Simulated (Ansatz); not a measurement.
SiGe₅H₁₄⁻, that is n-GeGeGeSiGeGeH14 with one electron more. Charge -1, multiplicity 2. Geometry PBE-D4/def2-SVP, that of the neutral singlet; atoms count from 1.

```xyz
20

Ge   -1.874    1.976    0.294
Ge   -1.757   -0.208    1.378
Ge   -1.535   -1.943   -0.325
Si    0.356   -1.417   -1.699
Ge    2.249   -0.943   -0.302
Ge    2.348    1.392    0.400
H    -0.827    2.051   -0.849
H    -1.595    3.128    1.295
H    -3.283    2.179   -0.326
H    -0.513   -0.271    2.309
H    -3.020   -0.437    2.256
H    -1.319   -3.330    0.347
H    -2.839   -2.018   -1.171
H     0.673   -2.562   -2.628
H     0.044   -0.205   -2.540
H     2.202   -1.854    0.959
H     3.568   -1.272   -1.060
H     1.187    1.734    1.371
H     2.244    2.322   -0.837
H     3.691    1.677    1.126
```

The highest occupied level of the charge -1 doublet lies above zero (up to 1.99 eV). By energy differences it is unbound by 0.67 eV (vertical, against the charge 0 singlet, at PBE0-D4/def2-TZVP) and held by the finite basis.

Question: Estimate the Mulliken populations from the PBE0/def2-TZVP orbitals of Ansatz.

Answer: 
```tsv
atom	charge (e)	spin (α − β)
Ge1	-0.04	0.04
Ge2	-0.06	0.09
Ge3	0.04	0.02
Si4	-0.15	0.23
Ge5	-0.02	0.12
Ge6	-0.01	0.03
H7	0.02	0.00
H8	-0.04	0.00
H9	-0.06	0.04
H10	0.00	-0.01
H11	-0.12	0.13
H12	-0.05	0.01
H13	-0.05	0.01
H14	-0.12	0.12
H15	-0.04	-0.01
H16	-0.04	0.00
H17	-0.09	0.07
H18	0.00	-0.01
H19	-0.05	0.01
H20	-0.11	0.09
```
Mulliken values depend strongly on the basis.

Question: Where does the spin sit?

Answer: Summed by element: Ge 0.31, Si 0.23, H 0.46, of 1 unpaired in all. Largest on single atoms: Si4 0.23, H11 0.13, Ge5 0.12.

Question: And the Mayer bond orders between heavy atoms (over 0.3)?

Answer: Ge1–Ge2 0.92 (2.44 Å); Ge2–Ge3 0.89 (2.44 Å); Ge3–Si4 1.00 (2.40 Å); Si4–Ge5 1.04 (2.40 Å); Ge5–Ge6 0.90 (2.44 Å).
